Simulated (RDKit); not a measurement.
Input for RDKit: UFF on BrH5OSi (a complex), monomers drawn apart or pushed together.

```python
from rdkit import Chem
from rdkit.Chem import AllChem, rdDetermineBonds

blocks = [
'''2

Br   -0.60941552   -1.15564798   -0.02079492
H    -0.15485613   -0.42266917    1.13543890
''',
'''6

O     0.54459607    0.75692947    3.38808964
Si    0.03967890    0.39092692    4.93279833
H     1.22931683    1.41899771    3.26134086
H     1.16839758   -0.11640341    5.74629242
H    -0.98996194   -0.64873423    4.76093056
H    -0.52731834    1.58845839    5.59430328
''',
]
mol = None
for b in blocks:
    f = Chem.MolFromXYZBlock(b)
    rdDetermineBonds.DetermineBonds(f, charge=0)
    mol = f if mol is None else Chem.CombineMols(mol, f)
Chem.SanitizeMol(mol)
print(Chem.MolToSmiles(Chem.RemoveHs(mol)))
ff = AllChem.UFFGetMoleculeForceField(mol, vdwThresh=100.0, ignoreInterfragInteractions=False)
e = ff.CalcEnergy()
print(f'UFF energy {e:.6f} kcal/mol')
```

Output:

```
Br.O[SiH3]
UFF energy 6.515084 kcal/mol
```

The run finished.

Cost: roughly 0.010 core-seconds.
